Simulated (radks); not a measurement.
These are the eigenvalues of the occupied orbitals of an atom or ion with whole-number occupations (hartree). Method: scalar-relativistic Kohn-Sham, r2SCAN, spin-unpolarised, spherical densities, finite nucleus; meta-GGA in the generalised Kohn-Sham scheme; Fermi nuclear charge, rms radius of each element as measured or else 0.836 A^(1/3) + 0.57 fm; computed with a radial shooting solver on a logarithmic mesh with Libxc functionals.

orbital  eigenvalue
1s        -77.04876
2s         -6.55944
2p         -4.66701
3s         -0.53289
3p         -0.20646

Which element is it, and in what charge state? The configuration may be excited.

Answer. Z = 15, phosphorus, charge 0: P in [Ne] 3s2 3p3. The list shows which subshells hold electrons but not how many an open one holds; the 1s level, -77.049 hartree, gives Z - s = 12.4 by -(Z - s)^2/2, which with screening and relativity narrows Z to a few neighbours, and the depths of the outer levels then fix element, charge and occupations together.
